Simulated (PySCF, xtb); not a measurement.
heptane cation (C7H16), SMILES CCCCCCC (connectivity only; charge and spin as stated), charge +1, multiplicity 2. The values are those of a single conformer.

Harmonic wavenumbers (cm⁻¹) from GFN2-xTB in xtb 6.7.1 at its own minimum, in rising order: 42, 50, 87, 106, 114, 139, 150, 252, 306, 403, 470, 675, 676, 712, 741, 867, 915, 932, 933, 951, 976, 1003, 1038, 1051, 1068, 1099, 1113, 1118, 1142, 1154, 1201, 1228, 1268, 1315, 1340, 1343, 1349, 1353, 1356, 1357, 1370, 1383, 1389, 1417, 1435, 1444, 1451, 2850, 2851, 2896, 2897, 2902, 2903, 2927, 2935, 2942, 2962, 2966, 2967, 2990, 2992, 3063, 3064.

Task: What does B3LYP-D3(BJ)/def2-SVP (PySCF) give at its own minimum? (The exact figures need the calculation; the answer reports its results.)

Result: 47, 73, 108, 113, 129, 240, 243, 261, 281, 413, 419, 471, 689, 743, 747, 791, 829, 862, 877, 895, 943, 947, 953, 1028, 1097, 1116, 1127, 1180, 1182, 1187, 1201, 1212, 1218, 1229, 1258, 1272, 1333, 1338, 1358, 1359, 1455, 1460, 1466, 1467, 1471, 1472, 1479, 2964, 2970, 3082, 3087, 3094, 3095, 3106, 3107, 3110, 3146, 3147, 3160, 3161, 3166, 3172, 3184. Paired by order, the mean absolute difference is 75 cm⁻¹ and the zero-point energies are 129.2 and 132.6 kcal/mol.
